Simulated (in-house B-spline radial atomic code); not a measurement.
**PBE hybrid excitations of Ti V (Ti4+)**

Method: PBE hybrid with 0.6 exact exchange. Computed with an all-electron radial atomic-structure program (B-spline basis): linear response of the closed shell [Ne] 3s2 3p6 with the functional's adiabatic kernel; scalar-relativistic (spin-free one-electron X2C), finite nucleus, no spin-orbit coupling, no double excitations, S, P, D and F terms only. Only terms of natural parity with L up to 3 were computed.

Command:
```bash
python run_td.py task.json out
```
Settings (radii: box in bohr, nucleus in fm):
```
Z                        22
electrons                18
configuration            [Ne] 3s2 3p6
hamiltonian              x2c
method                   pbeh
box_radius               19.1
exact_exchange_fraction  0.6
rms_radius               3.5921
intervals                72
```

Cost of the run: 1.2 s on 1 thread of Arm Neoverse N1, on a shared host.

The lowest states, in the order of their Tamm-Dancoff energies; the method's threshold (minus the highest occupied level) is 96.25 eV. Labels give the largest channel, * marks a mixed state, and oscillator strengths are full-response dipole values. Semilocal kernels can invert the small singlet-triplet splittings of Rydberg terms. Energies in eV:

```
     state  full response  Tamm-Dancoff  oscillator strength
3p → 3d 3P          34.13         34.26                    -
3p → 3d 3F          34.81         35.16                    -
3p → 3d 1F          38.45         38.48                    -
3p → 3d 1P          48.90         51.02                 4.27
3p → 4s 3P          53.97         53.99                    -
3p → 4s 1P              ?             ?                    ?
3p → 4p 3S          59.57         59.61                    -
3p → 4p 3D          60.62         60.65                    -
3p → 4p 1D              ?             ?                    -
3s → 3d 3D          63.80         63.86                    -
3p → 4p 1S          63.75         63.97                    -
3s → 3d 1D          68.27         68.39                    -
3p → 4d 3P          70.31         70.32                    -
3p → 4d 3F          70.61         70.62                    -
3p → 4d 1F          70.91         70.91                    -
3p → 4d 1P          71.69         71.92             0.000739
```

Task: Where does 3p → 4p 1D lie?

Result: At 61.15 eV in full response, 61.16 eV in Tamm-Dancoff.

Task: Where does 3p → 4s 1P lie?

Result: At 54.82 eV in full response, 54.93 eV in Tamm-Dancoff, oscillator strength 0.161.

Task: How large is the singlet-triplet splitting of 3p → 3d (F terms) in Tamm-Dancoff?

Result: 3.33 eV, from the unrounded values.

Task: What polarisabilities and dispersion coefficient does the method give?

Result: Dipole 1.478 bohr³, quadrupole 1.891 bohr⁵, C6 3.2 hartree·bohr⁶ for two such species.
